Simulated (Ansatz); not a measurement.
Reaction (cleavage of the Si–Si bond): `B[SiH](O)[SiH3]` + `OC1[SiH2]S1` → `[SiH3]OC1[SiH2]S1` + `B[SiH2]O`

Calculated with Ansatz (gas phase, PBE0-D4/def2-TZVP geometries, no zero-point term in ΔE). CCSD(T)/CBS is the MP2 limit (def2-TZVPP, def2-QZVPP) plus CCSD(T) − MP2 in def2-TZVPP, frozen cores. Functionals use def2-TZVPP. B3LYP here is the variant with VWN-RPA as its local correlation; programs differ in this. Each species was taken in one conformer, which may not be the lowest.

`B[SiH](O)[SiH3]`:

Cartesian coordinates in Å:
```
B -1.471 0.468 -1.283
Si 0.268 -0.289 -0.699
O 0.295 -1.946 -0.782
Si 0.549 0.473 1.521
H -2.457 -0.188 -1.439
H -1.560 1.656 -1.400
H 1.408 0.299 -1.469
H 1.092 -2.386 -0.483
H -0.639 0.173 2.365
H 1.729 -0.201 2.134
H 0.783 1.943 1.534
```

`OC1[SiH2]S1`:

Cartesian coordinates in Å:
```
O 0.880 -1.416 -0.082
C 0.570 -0.089 -0.297
Si -0.846 0.650 0.633
S -0.906 0.282 -1.421
H 1.275 -1.781 -0.880
H 1.413 0.534 -0.595
H -1.610 -0.233 1.539
H -0.777 2.052 1.102
```

`[SiH3]OC1[SiH2]S1`:

```xyz
11

Si    0.534   -1.202    1.331
O     0.377    0.417    1.042
C     0.423    0.917   -0.253
Si   -1.015    0.743   -1.429
S    -0.464    2.525   -0.487
H     0.343   -1.380    2.787
H     1.878   -1.688    0.918
H    -0.492   -1.954    0.557
H     1.439    0.981   -0.642
H    -0.806    0.604   -2.888
H    -2.217    0.037   -0.936
```

`B[SiH2]O`:

Z-matrix (Å, degrees):
```
Si
O 1 1.655
B 1 2.005 2 116.3
H 1 1.500 2 111.2 3 -120.2
H 1 1.486 2 105.1 3 123.8
H 2 0.958 1 117.3 3 44.7
H 3 1.197 1 119.0 2 169.2
H 3 1.197 1 124.0 2 -13.6
```

```csv
level,ΔE (kJ/mol),difference from CCSD(T)/CBS
PBE-D4,-48.8,28.2
r2SCAN-D4,-65.8,11.2
PBE0-D4,-57.3,19.7
B3LYP-D4,-74.9,2.1
ωB97X-V,-75.1,1.9
ωB97M-V,-78.6,-1.6
B2PLYP,-79.6,-2.6
PBE,-47.5,29.5
r2SCAN,-65.3,11.7
PBE0,-56.2,20.8
B3LYP,-73.0,4.0
HF/def2-TZVPP,-97.7,-20.7
MP2/def2-TZVPP,-86.2,-9.2
SCS-MP2/def2-TZVPP,-90.3,-13.3
CCSD/def2-TZVPP,-80.4,-3.4
CCSD(T)/def2-TZVPP,-77.5,-0.5
HF/def2-QZVPP,-99.7,-22.7
MP2/def2-QZVPP,-86.6,-9.6
SCS-MP2/def2-QZVPP,-90.4,-13.4
HF/CBS(def2),-100.0,-23.0
MP2/CBS(def2),-85.7,-8.7
CCSD/CBS(def2),-79.9,-2.9
CCSD(T)/CBS,-77.0,0
```

Largest T1 diagnostic among the species: 0.014.

In def2-TZVPP, CCSD(T) changes the Hartree–Fock value by +20.2 kJ/mol (the triples alone add +2.9 kJ/mol) and MP2 by +11.6 kJ/mol. From PBE to PBE0 (25 % exact exchange), in def2-TZVPP and without D4, ΔE moves by −8.7 kJ/mol.
